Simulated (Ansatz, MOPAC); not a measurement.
Vertical ionisation energy to the doublet of compounds of In, in eV, species as SMILES. Set-up: def2 sets with scalar-relativistic core potentials past Kr; each state is the SCF solution reached for its charge and spin; UHF or UKS for open shells; no spin-orbit coupling; dispersion terms only where a functional's name holds one. First-principles rows: single points at B3LYP-D3(BJ) geometries (Ansatz, a program for electronic structure). Semi-empirical rows: differences of heats of formation at the shared geometry for vertical values.

wB97M-V/def2-TZVPD (Ansatz) is a level with limits of its own, not a measurement.

The rows were drawn at random among computed neutral closed-shell members with both values; the withheld row is one of them. Species whose geometry shows other bonds than their SMILES are left out. No case is left out for the size of its miss. Left out are saddle points of the reference geometry, anions that the best level run finds unbound, excited spin states, species near biochemistry, 298 K rows of species without real B3LYP wavenumbers, cases with under five habitual levels, runs that failed or that the program found above a lower state of the same kind, table entries that another table contradicts, and a share of species set aside by lot. Sets whose x spans too little, or whose line has r² under 0.6, are not shown.

```
case             AM1 (MOPAC) (x)  wB97M-V/def2-TZVPD (Ansatz) (y)
---------------  ---------------  -------------------------------
[Cl][In]                    9.92                             9.60
[F][In]([F])[F]            13.44                            14.10
[F][In]                     9.72                            10.10
[In][O][In]                 8.18                             7.79
[Br][In]                    9.24                             9.30
```

Question: Fit y = a + b·x by least squares, and use it to estimate the value at wB97M-V/def2-TZVPD (Ansatz) for [InH] (InH), where AM1 (MOPAC) gives 7.70 eV.

Answer: Means: x 10.1000, y 10.1780. Sums about the means: Sxx 15.758, Sxy 18.573. Slope b = Sxy/Sxx = 1.179, intercept a = mean y - b·mean x = -1.730; the rows scatter about the line by 0.247 (root mean square), r² = 0.99. A constant shift, the mean of y - x, would give 7.78 eV. Prediction for [InH] (InH): 7.35 eV. It lies outside the range of the table, so the fit extrapolates. The value at wB97M-V/def2-TZVPD (Ansatz) is 8.04 eV, so the fit misses by -0.69 eV, against -0.34 eV without it. The fit is meant for species like these alone.
